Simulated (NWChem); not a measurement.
ZnSH, doublet; SMILES [Zn][SH]

```xyz
3

Zn    -0.0123     0.8136     0.0000
S     -0.0574    -1.4273     0.0000
H      1.2883    -1.5727     0.0000
```
Atoms are numbered in this order, from 1.

Program: NWChem. Spin-unrestricted. In the optimisation the excess spin sits in a' (Cs, its own frame). Coordinates come from a B3LYP/6-31G* (spherical d), spin-unrestricted optimisation. This spin state was assumed; another may lie lower. No stability test was run on the SCF state.

Q: Estimate the computed values for PBE/3-21G. Quantities: highest occupied level (eV); lowest empty minus highest occupied level, either spin (eV); dipole (D); <S²>.

A: highest occupied level (eV): -4.85
lowest empty minus highest occupied level, either spin (eV): 0.99
dipole (D): 2.30
<S²>: 0.751
